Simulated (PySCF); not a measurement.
C₂H₃ (SMILES [CH-]=C), charge -1, singlet, geometry from GFN2-xTB; DF-HF/pcseg-2 (PySCF).

The PySCF input:
```python
from pyscf import gto, scf

mol = gto.M(
    atom='''
C     0.008565    0.135754    0.761527
C    -0.006972    0.016243   -0.564634
H     0.020075   -0.917622    1.246065
H    -0.019553    0.919822   -1.202262
H    -0.010080   -0.914179   -1.225161
''',
    basis='pcseg-2',
    charge=-1,
    spin=0,
    verbose=4,
)

mf = scf.RHF(mol)
mf = mf.density_fit(auxbasis='def2-universal-jkfit')
mf.kernel()
```

What the program printed (banner, timings and long lists left out):

```
PySCF version 2.14.0

[INPUT] verbose = 4
[INPUT] num. atoms = 5
[INPUT] num. electrons = 16
[INPUT] charge = -1
[INPUT] spin (= nelec alpha-beta = 2S) = 0
[INPUT] symmetry False subgroup None
[INPUT] Mole.unit = angstrom
[INPUT] Symbol           X                Y                Z      unit          X                Y                Z       unit  Magmom
[INPUT]  1 C      0.008565000000   0.135754000000   0.761527000000 AA    0.016185504257   0.256537880314   1.439077466462 Bohr   0.0
[INPUT]  2 C     -0.006972000000   0.016243000000  -0.564634000000 AA   -0.013175170540   0.030694821441  -1.067003620618 Bohr   0.0
[INPUT]  3 H      0.020075000000  -0.917622000000   1.246065000000 AA    0.037936251951  -1.734054265876   2.354721583406 Bohr   0.0
[INPUT]  4 H     -0.019553000000   0.919822000000  -1.202262000000 AA   -0.036949814914   1.738211663350  -2.271945909972 Bohr   0.0
[INPUT]  5 H     -0.010080000000  -0.914179000000  -1.225161000000 AA   -0.019048439336  -1.727547938829  -2.315218748498 Bohr   0.0

nuclear repulsion = 27.8458851525716
number of shells = 17
number of NR pGTOs = 143
number of NR cGTOs = 102
basis = pcseg-2
ecp = {}

******** <class 'pyscf.df.df_jk.DFRHF'> ********
method = DFRHF
initial guess = minao
damping factor = 0
level_shift factor = 0
DIIS = <class 'pyscf.scf.diis.CDIIS'>
diis_start_cycle = 1
diis_space = 8
diis_damp = 0
SCF conv_tol = 1e-09
SCF conv_tol_grad = None
SCF max_cycles = 50
direct_scf = False
Set gradient conv threshold to 3.16228e-05
Initial guess from minao.
******** <class 'pyscf.df.df.DF'> ********
auxbasis = def2-universal-jkfit
init E= -77.34517922664
  HOMO = -0.179978107219633  LUMO = 0.0609012835808169  gap/eV = 6.55466
cycle= 1 E= -77.3355051447995  delta_E= 0.00967  |g|= 0.34  |ddm|= 1.63
  HOMO = 0.00944358396596279  LUMO = 0.276501370536958  gap/eV = 7.26701
cycle= 2 E= -77.3710895680651  delta_E= -0.0356  |g|= 0.19  |ddm|= 0.801
  HOMO = -0.0648117520264337  LUMO = 0.280627061112479  gap/eV = 9.39987
cycle= 3 E= -77.3811430718539  delta_E= -0.0101  |g|= 0.0368  |ddm|= 0.269
  HOMO = -0.0679252030958768  LUMO = 0.279813929528893  gap/eV = 9.46246
cycle= 4 E= -77.3820907618532  delta_E= -0.000948  |g|= 0.0123  |ddm|= 0.149
  HOMO = -0.0678927149915127  LUMO = 0.280238895069567  gap/eV = 9.47314
cycle= 5 E= -77.3821807930974  delta_E= -9e-05  |g|= 0.00476  |ddm|= 0.0476
  HOMO = -0.0683072715228104  LUMO = 0.280139188271579  gap/eV = 9.48171
cycle= 6 E= -77.3822089599316  delta_E= -2.82e-05  |g|= 0.00194  |ddm|= 0.034
  HOMO = -0.0687235310883363  LUMO = 0.280316142334596  gap/eV = 9.49785
cycle= 7 E= -77.3822123769461  delta_E= -3.42e-06  |g|= 0.000329  |ddm|= 0.0127
  HOMO = -0.0688171431453091  LUMO = 0.280334036662956  gap/eV = 9.50089
cycle= 8 E= -77.3822124897781  delta_E= -1.13e-07  |g|= 8.6e-05  |ddm|= 0.00131
  HOMO = -0.0688223076140728  LUMO = 0.280343012788671  gap/eV = 9.50127
cycle= 9 E= -77.3822124979328  delta_E= -8.15e-09  |g|= 2.15e-05  |ddm|= 0.000586
  HOMO = -0.0688226588128398  LUMO = 0.28034543588168  gap/eV = 9.50135
cycle= 10 E= -77.3822124983704  delta_E= -4.38e-10  |g|= 3.88e-06  |ddm|= 0.00017
  HOMO = -0.068822854585922  LUMO = 0.28034571042806  gap/eV = 9.50136
Extra cycle  E= -77.3822124983841  delta_E= -1.38e-11  |g|= 1.73e-06  |ddm|= 2.38e-05
converged SCF energy = -77.3822124983841
```
